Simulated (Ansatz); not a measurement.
Input for Ansatz (a first-principles code): U-wB97X-V/def2-TZVPP on ZrH, 2S+1 = 2, a spin state set in the input, which need not be the lowest, a point of a bond scan (R = 1.837 Å). Elements past Kr take the def2 small-core potentials; no spin–orbit coupling.

Ansatz 0.2 input:
```yaml
crystal:
  periodic: [false, false, false]
  atoms:
    - {symbol: Zr, position_ang: [0.00000000, 0.00000000, 0.00000000]}
    - {symbol: H, position_ang: [0.00000000, 0.00000000, 1.83732700]}
basis:
  gaussian:
    orbitals: def2-TZVPP
    pivot_positions_ang: [[0.00000000, 0.00000000, 0.00000000], [0.00000000, 0.00000000, 1.83732700]]
hamiltonian:
  xc: {name: wB97X-V}
magnetization: {spin_polarized: true, initial_magnetization: 1}
output: {forces: true, orbitals: {seedname: ./end}}
```

It printed:

```
WARN ansatz: RAYON_NUM_THREADS=2 ignored (pool sized by the plan → 2); use --threads N
Functional definition: wB97X-V
integrals: 0.03 GiB planned
402 factors; their error is unknown
integrals: 0.06 GiB planned
130 factors; integrals over basis functions are off by at most 1.6e-5 eV
mean field: 0.32 GiB planned
mean field evaluation 1: about -1290.0801 eV, gradient 1.0e1 eV
mean field evaluation 2: about -1290.8084 eV, gradient 6.0e0 eV
mean field evaluation 4: about -1291.0338 eV, gradient 5.6e-1 eV
mean field evaluation 8: about -1291.0710 eV, gradient 1.6e-1 eV
mean field evaluation 16: about -1291.1921 eV, gradient 1.3e-1 eV
mean field evaluation 32: about -1291.2868 eV, gradient 1.7e-2 eV
mean field evaluation 64: about -1291.1088 eV, gradient 5.6e-1 eV
mean field evaluation 96: about -1291.2062 eV, gradient 4.3e-1 eV
mean field evaluation 128: about -1291.2663 eV, gradient 3.3e-2 eV
mean field evaluation 160: about -1291.2663 eV, gradient 1.1e0 eV
mean field -1291.28681760 eV, -47.4539152813 hartree, gradient 6.5e-6 eV, S^2 1.216345; 15 other end points of the search recorded, 0 dependent functions left out
the calculation of the forces begins
reference -1291.28681630 eV, -47.4539152333 hartree; 7, 6 occupied and 63, 64 virtual orbitals, 402 factors
Total energy: -1291.28681630 eV, -47.4539152333 hartree
Atom 0 at     0.000000     0.000000     0.000000 Å, force    -0.000000    -0.000002     0.049089 eV/Å
Atom 1 at     0.000000     0.000000     1.837327 Å, force     0.000000     0.000002    -0.049089 eV/Å
Dipole moment:     0.000000    -0.056019    -0.415086 e Å
```

The run converged. Its determinant has ⟨S²⟩ = 1.22, a mixture of spin states.

Cost: about 60 core-seconds (a rough figure).
